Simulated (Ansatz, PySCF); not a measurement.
B(F)(SeH)2 (BFH2Se2), SMILES [SeH]B([SeH])F. Atoms are numbered in the order given.

```xyz
6

B      0.6436    -0.0026     0.0000
F      1.9716     0.0084     0.0000
Se    -0.3350    -1.6950     0.0000
H      0.8878    -2.5221     0.0000
Se    -0.2600     1.7331     0.0000
H     -1.6204     1.1637     0.0000
```
Charge 0, spin multiplicity 1.

Geometry: B3LYP-D3(BJ)/def2-SVP. This is a generated structure with no PubChem entry under its InChIKey; it may be hypothetical. Other conformers were not sampled.

Vertical ionisation energy (IE) and electron affinity (EA) in eV. Rows of orbital energies are one-electron estimates. Where ΔSCF, EOM or ADC give a negative EA the extra electron is unbound and the value depends on the basis.

```json
[
 {"level": "−ε(HOMO), −ε(LUMO), B3LYP/def2-TZVP (PySCF)", "IE": "7.00", "EA": "0.85"},
 {"level": "−ε(HOMO), −ε(LUMO), PBE/def2-TZVP (PySCF)", "IE": "6.13", "EA": "1.55"},
 {"level": "ΔSCF, CAM-B3LYP/def2-SVPD (Ansatz), final states of multiplicity 2 and 2", "IE": "9.43", "EA": "-0.85"},
 {"level": "ΔSCF, PBE/def2-SVPD (Ansatz), final states of multiplicity 2 and 2", "IE": "9.01", "EA": "-0.56"}
]
```

What vertical singlet–triplet gap does ΔSCF give with CAM-B3LYP/def2-SVPD (Ansatz, a first-principles code) and with PBE/def2-SVPD (Ansatz)? (Estimate from the structure and the level; the computed values follow.)

4.87 and 4.41 eV (triplet above singlet where positive).
